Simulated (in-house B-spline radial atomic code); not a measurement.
Atomic self-consistent-field run: In II (In+). Method: non-relativistic Hartree-Fock, average of configuration, point nucleus, inside a hard spherical wall at 2.99 bohr. Calculated with a radial B-spline atomic code at the basis-set limit.

Command:
```bash
python run_scf.py task.json out
```
Settings:
```
Z                49
configuration    [Ar] 3d9 4s2 4p6 4d10 5s2 5f1
hamiltonian      nr
method           hf
spin_polarised   False
wall_radius      2.99
```

Output (hartree, bohr):
```
 radial grid: 43 intervals, B-splines of order 8, outer radius 2.99 bohr

 iter        energy (Eh)    residual
    1       -5715.564530    6.52e-01
    2       -5717.999853    2.33e-01
    3       -5718.951488    5.48e-02
    4       -5719.004541    1.33e-02
    5       -5719.006325    6.17e-03
    6       -5719.007162    3.25e-04
    7       -5719.007165    2.87e-05
    8       -5719.007165    5.73e-06
    9       -5719.007165    7.97e-08

 total energy                     -5719.00717
 kinetic                            5730.5234
 electron-nucleus                 -13600.4216
 electron-electron                  2150.8911

 orbital      occ     eigenvalue          <r>       <r^2>       <1/r>       r_max
 1s         2.000      -999.1013    0.0310485  0.00128967     48.4754     0.02056
 2s         2.000      -150.6987     0.134043   0.0211106     11.0924      0.1138
 2p         6.000      -140.4801     0.114611   0.0159782     11.0651      0.0893
 3s         2.000       -30.3795     0.357086    0.145518     4.02981      0.3252
 3p         6.000       -26.1197     0.348638    0.140754     3.94075      0.3123
 3d         9.000       -18.5025     0.322382     0.12379     3.77015      0.2572
 4s         2.000        -5.1733     0.866882    0.848984     1.57322      0.7855
 4p         6.000        -3.6762      0.92415    0.974486     1.45656      0.8168
 4d        10.000        -1.1893      1.08922     1.38286     1.21964      0.9053
 5s         2.000        -0.0457      1.80169     3.51491    0.710494       1.869
 5f         1.000         2.7514      1.55108     2.99462    0.894399      0.8258
```

Cost of the run: 0.1 s on 1 thread of Arm Neoverse V1 (shared host).
